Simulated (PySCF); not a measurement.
[Zr(F)(Br)3] (charge 0, multiplicity 1)

Method: TPSSh-D3(BJ)/def2-TZVP // r2SCAN-D4/def2-SVP run with PySCF.

```yaml
HOMO: -8.27 eV
dipole_moment: 0.17 D
HOMO–LUMO gap: 5.17 eV
LUMO: -3.10 eV
charge on the central atom (Mulliken): 1.44 e
total_energy: -7869.4777 Ha
cost: very roughly 8 core-minutes
```

```xyz
5

Zr    -0.0100    -0.0119    -0.0007
F      1.2058     1.4256     0.0847
Br    -2.3231     0.8786     0.1520
Br     0.3006    -1.2032    -2.1574
Br     0.4325    -1.5553     1.8938
```
Charge 0, spin multiplicity 1.
